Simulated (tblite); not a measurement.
Run record: tight-binding relaxation, `O=C[Si@H](C#[C][GeH3])C[SiH3]`.

Computed with GFN2-xTB geometry optimisation, gas phase (tblite 0.8.0). Start geometry: from a force field or distance geometry. The command runs a driver script over a list of jobs; the input below is this job's line of settings and its coordinates in Å.

Command:
```bash
OMP_NUM_THREADS=1 python probes_run.py task.json out
```

Input:
```
{"job": {"kind": "relax", "xc": "GFN2-xTB", "basis": "xTB"}, "charge": 0, "multiplicity": 1}
O     -0.428800     3.235100    -0.622300
C     -0.697500     2.769400     0.463600
Si    -0.708600     0.934300     0.709100
C      0.919100     0.268000     0.301600
C      2.002500    -0.195000     0.052100
Ge     3.700100    -0.909600    -0.376800
C     -2.004800     0.190000    -0.425700
Si    -2.123600    -1.647000    -0.110300
H     -0.900600     3.416700     1.311800
H     -1.054700     0.630500     2.109300
H      4.387600    -0.018900    -1.442400
H      4.573100    -0.951800     0.908500
H      3.530700    -2.344200    -0.920800
H     -1.717500     0.366000    -1.481800
H     -2.992500     0.666500    -0.217700
H     -3.159300    -2.223200    -0.985000
H     -0.832600    -2.283600    -0.393200
H     -2.501400    -1.896700     1.288200
```

Output:
```
step      E/eV     max force
  0    -624.96660    1.533
  1    -625.06385    1.258
  2    -625.11799    0.938
  3    -625.14634    0.729
  4    -625.15510    1.138
  5    -625.17114    0.223
  6    -625.17596    0.190
  7    -625.18131    0.258
  8    -625.18419    0.214
  9    -625.18819    0.177
... (125 lines left out)
135    -625.24336    0.031
136    -625.24346    0.026
137    -625.24356    0.025
138    -625.24366    0.056
139    -625.24374    0.043
140    -625.24380    0.031
141    -625.24387    0.020
142    -625.24393    0.016
143    -625.24396    0.030
144    -625.24398    0.007
```

«max force» is the largest atomic force in eV/Å.

From which step on does the largest force stay under 0.1 eV/Å, and how much energy is left to gain from there?

From step 118 (0.098 eV/Å), 4.0 meV above the end.

Main results: energy lowered by 6.4 kcal/mol over 144 steps; largest atomic force 0.007 eV/Å at the end.

On an Arm Neoverse V1 with one thread (shared host), this took 1.3 s of wall time.
Labels such as C1 count atoms from 1, the log's own numbers from 0.
